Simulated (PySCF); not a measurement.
**Assignment exercise: C₂H₇F₃OSi₂**

Bonds (- single, = double, # triple, : aromatic): F1-C2 1.346 Å, C2-F3 1.347 Å, C2-F4 1.352 Å, C2-Si5 1.932 Å, Si5-O6 1.597 Å, O6-C7 1.416 Å, C7-Si8 1.915 Å. Si5 carries H9, H10; C7 carries H11, H12; Si8 carries H13, H14, H15.

[PySCF 2.14.0 with density-fitted response routines: PBE0/pcSseg-1 with gauge-including orbitals; geometry from GFN2-xTB; one conformer; averaged over atoms made equivalent by symmetry, fast rotation or ring inversion; in vacuum; relativity neglected]

Shifts are taken against calculated references (same method and geometry level): TMS for 13C (186.93 ppm), 1H (31.72 ppm).

(1) Assign these signals to the numbered atoms. 13C{1H} NMR (computed): δ 136.9 (C), 54.7 (CH2).

(2) Assign these signals to the numbered atoms. 1H NMR (400 MHz, computed): δ 4.82 (m, 2H), 4.13 (q, 2H), 3.97 (t, 3H).

## Answers

(1) 
| δ (ppm) | atoms | environment | reason |
| --- | --- | --- | --- |
| 136.9 | C2 | CF3 carbon | 3 electronegative neighbours deshield it |
| 54.7 | C7 | sp3 CH2 bonded to O and Si | the inductive effect lowers its shielding |

(2) 
| δ (ppm) | atoms | environment | reason |
| --- | --- | --- | --- |
| 4.82 | H9/H10 | hydrogen on a silicon bonded to C, O | – |
| 4.13 | H11/H12 | hydrogen on an sp3 CH2 bonded to O and Si | its carbon carries O, hence the downfield position |
| 3.97 | H13/H14/H15 | hydrogen on a silicon bonded to C | – |

Splittings by 19F in the carbon and heteronuclear signals aren't shown, as no couplings were computed. Shifts are as computed. Against solution values, carbons near 30 ppm lie about +3 ppm off and those near 130 ppm about +5 ppm. Of 1211 compounds with measured shifts, 218 miss one by over three times the rms of a fit or turn the order of signals round; such compounds aren't used in these exercises. Multiplicities follow the n + 1 count of equivalent neighbours, as no J values were calculated; m marks all less simple cases, F and P coupling included.
